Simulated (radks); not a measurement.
The numbers below are computed, except where a source is named.
Excited configurations of Pm+: one electron is placed in a higher orbital outside [Xe] 4f5. The ground configuration is [Xe] 4f5 6s1. Code: a radial shooting solver on a logarithmic mesh with Libxc functionals. Model: scalar-relativistic Kohn-Sham, BLYP, spin-polarised, spherical densities, finite nucleus; open shells are filled with parallel spins first (spin-orbit coupling, left out, can overturn this in heavy ions); Fermi nuclear charge, rms radius 4.962 fm. Excitation = E - E(ground); binding = E(ion) - E, where the ion is the core of charge +2; n* = 2/sqrt(2 binding) in atomic units, and the quantum defect is n - n*.

outer orbital,excitation (eV),binding (eV),n*,quantum defect,<r> (bohr)
5d,1.267,9.973,2.336,2.664,2.969
5f,7.749,3.491,3.949,1.051,8.596
6p,3.182,8.058,2.599,3.401,4.868
6d,6.541,4.698,3.404,2.596,7.549
6f,8.810,2.429,4.733,1.267,14.37
7s,5.778,5.461,3.157,3.843,7.832
7p,6.838,4.401,3.516,3.484,9.281
7d,8.295,2.944,4.299,2.701,13.04

The Delta-SCF ionisation energy is 11.239 eV (NIST Atomic Spectra Database: 10.94 eV, semi-empirical). Self-interaction in the functional shifts the binding energies and quantum defects, so they are the method's values and not measured ones. Open shells are spherical and high-spin; term and fine-structure splittings are not resolved. Spin-orbit splitting is averaged out at the scalar-relativistic level.
